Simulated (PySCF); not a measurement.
# NMR problem set

Calculated, not measured (PySCF 2.14.0 with density-fitted response routines): geometry: PBE0-D3(BJ)/def2-SVP, GIAO PBE0/pcSseg-1 shieldings. One averaged value for each set of equivalent atoms, non-relativistic Hamiltonian, no solvent model, single conformer.

Scale: TMS for 1H (σref 31.27), 13C (σref 184.41) (reference shieldings calculated alike). Splittings of carbon signals by F and P are missing where no couplings were computed. Where no couplings were computed, multiplicities follow the n + 1 count of equivalent neighbours, and m marks all less simple cases (inequivalent or close neighbours, rings, F or P nearby). Carbons bonded to boron are broad in practice. Shifts are as computed. Against solution values, carbons near 30 ppm lie about +2 ppm off and those near 130 ppm about +5 ppm. Of 1211 compounds with measured shifts, 218 miss one by over three times the rms of a fit or turn the order of signals round; such compounds aren't used in these exercises.

(1) C5H9F3O. 1H NMR (500 MHz, computed): δ 3.57 (m, 2H), 3.28 (sept, 1H), 1.18 (d, 6H). 13C{1H} NMR (computed): δ 129.9 (C), 76.1 (CH), 69.9 (CH2), 24.3 (CH3). Identify the compound.

(2) C5H11BO3. 1H NMR (400 MHz, computed): δ 4.15 (sept, 1H), 4.12 (s, 4H), 1.15 (d, 6H). 13C{1H} NMR (computed): δ 68.0 (CH), 67.0 (CH2), 25.2 (CH3). Identify the compound.

Results:

(1) `CC(C)OCC(F)(F)F`. Rings plus π bonds: 0. 4 carbon signals for 5 carbons: some carbons are equivalent by symmetry or fast rotation. Carbon types of the structure: 1 × C, 1 × CH, 1 × CH2, 2 × CH3, which accounts for all hydrogens. δC 129.9: CF3 carbon; 3 electronegative neighbours deshield it. δC 76.1: sp3 CH bonded to O; pulled downfield by the heteroatom. δC 69.9: sp3 CH2 bonded to O; the inductive effect lowers its shielding. δH 3.28: hydrogen on an sp3 CH bonded to O; its carbon carries O, which withdraws density.

The data come from this structure; uniqueness wasn't tested.

(2) `B1(OC(C)C)OCCO1`. 3 carbon signals for 5 carbons: some carbons are equivalent by symmetry or fast rotation. Carbon types of the structure: 1 × CH, 2 × CH2, 2 × CH3, which accounts for all hydrogens. δC 68.0: sp3 CH bonded to O; pulled downfield by the heteroatom. δC 67.0: sp3 CH2 bonded to O; pulled downfield by the heteroatom. δH 4.15: hydrogen on an sp3 CH bonded to O; its carbon carries O, which withdraws density. δH 4.12: hydrogen on an sp3 CH2 bonded to O; its carbon carries O, hence the downfield position.

This is the structure that produced the data.
